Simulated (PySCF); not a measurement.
## Electron correlation in Rh²⁺ (rhodium, charge +2)

[Kr] 4d6 5p1, one real determinant (an excited configuration). Computed with PySCF 2.14 in aug-cc-pVTZ-DK (9s8p6d3f2g, 102 functions), with the spin-free X2C one-electron Hamiltonian (Gaussian nucleus). Frozen: [Kr]; 7 electrons correlated.

```csv
level,correlation energy (mhartree)
CCSD,-131.16
(T),-3.45
CCSD(T),-134.61
```

Diagnostics: T1 = 0.0070, D1 = 0.0250, largest double amplitude 0.081.

**Question.** Is a single reference adequate?

**Answer.** Mostly. T1 lies below 0.03, but a double amplitude of this size points to a near-degeneracy that CCSD handles and MP2 describes poorly.

The reference is one real determinant that mixes LS terms of this configuration.
